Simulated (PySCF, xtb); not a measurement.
silylphosphine (H5PSi), SMILES [SiH3]P.

GFN2-xTB run with xtb at its own geometry gives an orbital gap of 4.77 eV and a dipole moment of 1.60 D.

Geometry optimised at B3LYP-D3(BJ)/def2-TZVP.

**Question.** What does M06-2X/def2-TZVPD run with PySCF give? (An estimate is asked for; the answer gives what the named calculation found.)

**Answer.** gap 8.95 eV (levels -8.59 and 0.36 eV), dipole 0.67 D.
